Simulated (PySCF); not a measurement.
# Reading the logs of faulty runs: CH9NSi2

Calculated results; nothing here was measured. They come from PySCF 2.14.0, an open-source quantum chemistry program, on an isolated molecule that a program drew, which may never have been made. The molecule is CH9NSi2 (charge 0, singlet), drawn as the SMILES string `C[SiH](N)[SiH3]`.

Each row is a Hartree-Fock (HF) and frozen-core CCSD(T) single point in the cc-pV(D+d)Z basis, meant for a local HF minimum. Run 1 is clean. Each other run has one planted mistake out of seven kinds, and not every kind appears here: one electron removed, one electron added, multiplicity raised by two, geometry at a saddle point, minimal basis STO-3G, one bond length entered in bohr, all coordinates scaled. The reference is restricted for singlets and unrestricted otherwise, and also for a bond in bohr. Adding or removing an electron swaps singlet and doublet. Electrons count all cores. HOMO and LUMO are orbital energies over both spins, the gradient is its largest component, and the lowest frequency (negative if imaginary) is given only where the gradient is small. Bond lengths are over the 12 bonds as drawn. T1 is the CCSD diagnostic: over 0.02 (restricted) or 0.045 (unrestricted) a single reference is doubtful.

Geometry of the clean run:
```xyz
13
CH9NSi2, angstrom
C    -1.0564   -1.4977    0.1780
Si   -1.9292    0.0183   -0.5285
N    -3.1155    0.7401    0.5080
Si   -0.3488    1.6957   -1.0693
H    -0.3541   -1.9162   -0.5498
H    -1.7783   -2.2799    0.4337
H    -0.4941   -1.2514    1.0839
H    -2.6438   -0.4062   -1.7594
H    -2.8140    1.2181    1.3373
H    -3.9619    0.2353    0.7006
H     0.2264    2.2855    0.1696
H    -0.9743    2.7907   -1.8513
H     0.7729    1.1347   -1.8661
```

```
run,electrons,basis functions,<S^2>,HOMO (eV),LUMO (eV),gradient (hartree/bohr),lowest frequency (cm^-1),mean bond (Å),longest bond (Å),T1,HF (hartree),CCSD(T) (hartree),mistake
1,50,119,0.000,-10.12,3.71,1.7e-05,95,1.4351,2.367,0.0108,-675.46443,-676.07189,no fault
2,50,119,2.009,-3.67,-1.47,3.0e-02,-,1.4351,2.367,0.0453,-675.23622,-675.84314,multiplicity raised by two
3,50,119,0.000,-10.16,3.88,3.2e-02,-,1.3863,2.287,0.0105,-675.44978,-676.05238,all coordinates scaled
4,49,119,0.766,-15.36,-6.25,7.6e-02,-,1.4351,2.367,0.0548,-675.15854,-675.73751,one electron removed
5,51,119,0.757,2.77,8.66,3.9e-02,-,1.4351,2.367,0.0206,-675.34380,-675.97672,?
```

**Which mistake was planted in run 5, and what did it cost?**

It counts 51 electrons, one more than the clean run, at the same geometry and basis. So the mistake is: one electron added. Subtracting run 1 and multiplying by 627.51 kcal/mol a hartree, the energy moved by 75.7 kcal/mol in HF and 59.7 kcal/mol in CCSD(T).

Cautions from the logs. Run 2: T1 is over the limit, so its CCSD(T) energy is less reliable; run 4: T1 is over the limit, so its CCSD(T) energy is less reliable; run 5: the HOMO is above zero, so the electron isn't bound and the energy depends on the basis.
